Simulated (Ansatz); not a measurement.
Stepwise reaction of `[CH3][Al]([Br])[Br]` with water, as a gas-phase model of exchange steps in deposition or etching. ΔE in kJ/mol.

Computed with Ansatz on PBE0-D4/def2-TZVP structures; ΔE is electronic, products minus reactants. CCSD(T)/CBS adds triple-zeta CCSD(T) − MP2 to the extrapolated MP2 energy (def2 sets, frozen cores). This one scheme is used for every species. Functionals use def2-TZVPP. B3LYP here is the variant with VWN-RPA as its local correlation; programs differ in this. For Br outer-core shells are correlated without core-valence functions, which leaves a few kJ/mol of doubt a bond. Scalar relativity is left out up to krypton. One conformer a species, not always the lowest.

```
step                                                   reaction  PBE-D4  B3LYP-D4  ωB97M-V  CCSD(T)/CBS
   1  `[CH3][Al]([Br])[Br]` + H₂O → `[CH3][Al]([OH])[Br]` + HBr    23.6      17.8     20.7         26.9
```

(1) Give the row of step 2, `[CH3][Al]([OH])[Br]` + H₂O → `[CH3][Al]([OH])[OH]` + HBr. (An estimate is asked.)

(2) By hand: ΔE of the 2 steps together at CCSD(T)/CBS.

Answers

(1) The calculation gave: 
```tsv
step	reaction	PBE-D4	B3LYP-D4	ωB97M-V	CCSD(T)/CBS
2	`[CH3][Al]([OH])[Br]` + H₂O → `[CH3][Al]([OH])[OH]` + HBr	35.1	29.1	32.9	36.3
```

(2) (26.9) + (36.3) = 63.2 kJ/mol, or 31.6 kJ/mol a step.

In ΔE each step is higher than the one before. All are uphill at CCSD(T)/CBS. PBE-D4 differs from CCSD(T)/CBS by -3.3 to -1.2 kJ/mol a step. Isolated molecules leave out the surface, adducts and barriers. Largest T1 diagnostic: 0.012.
